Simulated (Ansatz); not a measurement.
Mulliken charges of C$_{2}$H$_{6}$BS, SMILES `[CH2]B(C)S` radical from PBE/def2-TZVPP in Ansatz (PBE0-D4/def2-TZVP geometry).

```tsv
atom	x (Å)	y (Å)	z (Å)	charge (e)
C1	-1.348	0.728	-0.616	-0.233
B2	0.026	0.124	-0.336	0.120
C3	0.392	-0.530	1.043	-0.335
S4	1.179	0.206	-1.720	-0.161
H5	-2.134	0.747	0.134	0.109
H6	-1.626	1.173	-1.567	0.105
H7	-0.198	-1.445	1.178	0.110
H8	0.112	0.130	1.870	0.104
H9	1.444	-0.797	1.159	0.077
H10	2.236	-0.387	-1.143	0.105
```

By hand: the dipole of these point charges (1 e Å = 4.8032 D).

Σ q r = (-0.071, -0.053, 0.174) e Å, of length 0.195 e Å = 0.94 D.

How does the dipole of the full density compare? (Best estimate.)

Ansatz gave: (-0.008, -0.062, 0.157) e Å, 0.81 D; the point charges give 1.16 times that, at 19° from its direction.

Point charges leave out the atoms' own dipoles, such as those of lone pairs, and Mulliken's split depends on the basis, so the two needn't agree.
